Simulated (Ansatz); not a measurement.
Mulliken charges of `[GaH2][CH]1B[SiH2]1` from r2SCAN/def2-TZVPP in Ansatz (PBE0-D4/def2-TZVP geometry).

```json
{"atom": "Ga1", "x (Å)": "-1.174", "y (Å)": "0.797", "z (Å)": "-0.608", "charge (e)": "0.192"}
{"atom": "C2", "x (Å)": "0.182", "y (Å)": "-0.715", "z (Å)": "-0.581", "charge (e)": "-0.188"}
{"atom": "B3", "x (Å)": "0.402", "y (Å)": "-1.562", "z (Å)": "0.590", "charge (e)": "-0.053"}
{"atom": "Si4", "x (Å)": "0.929", "y (Å)": "0.285", "z (Å)": "0.875", "charge (e)": "0.146"}
{"atom": "H5", "x (Å)": "-0.953", "y (Å)": "1.793", "z (Å)": "-1.789", "charge (e)": "-0.054"}
{"atom": "H6", "x (Å)": "-2.444", "y (Å)": "0.680", "z (Å)": "0.290", "charge (e)": "-0.048"}
{"atom": "H7", "x (Å)": "0.384", "y (Å)": "-0.921", "z (Å)": "-1.631", "charge (e)": "0.102"}
{"atom": "H8", "x (Å)": "0.547", "y (Å)": "-2.688", "z (Å)": "0.931", "charge (e)": "0.032"}
{"atom": "H9", "x (Å)": "-0.117", "y (Å)": "1.367", "z (Å)": "1.139", "charge (e)": "-0.067"}
{"atom": "H10", "x (Å)": "2.245", "y (Å)": "0.965", "z (Å)": "0.784", "charge (e)": "-0.062"}
```

Task: By hand: the dipole of these point charges (1 e Å = 4.8032 D).

Result: Σ q r = (-0.051, -0.049, -0.090) e Å, of length 0.114 e Å = 0.55 D.

Task: How does the dipole of the full density compare? (Estimate.)

Result: Ansatz gave: (0.107, 0.046, -0.077) e Å, 0.67 D; the point charges give 0.82 times that, at 93° from its direction.

Point charges leave out the atoms' own dipoles, such as those of lone pairs, and Mulliken's split depends on the basis, so the two needn't agree.
